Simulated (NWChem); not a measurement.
System: ZnHF; SMILES [ZnH][F]

NWChem input:

```
start job
memory heap 200 mb stack 900 mb global 1100 mb
geometry units angstroms noautoz
  Zn     0.000000     0.000000    -0.342236
  H      0.000000     0.000000    -1.854821
  F      0.000000     0.000000     1.400621
end
basis spherical
  * library def2-svp
end
dft
  xc hfexch
  iterations 150
  mulliken
end
task dft energy
```

All runs use the structure optimised with PBE0/def2-SVP.

Question: What results follow from this input? (Hartree-Fock/def2-SVP.) Quantities: energy (Ha); highest occupied level (eV); orbital gap (eV); dipole (D).

Answer: 
| Property | Value |
|---|---|
| energy (Ha) | -1877.51 |
| highest occupied level (eV) | -12.37 |
| orbital gap (eV) | 14.58 |
| dipole (D) | 2.21 |
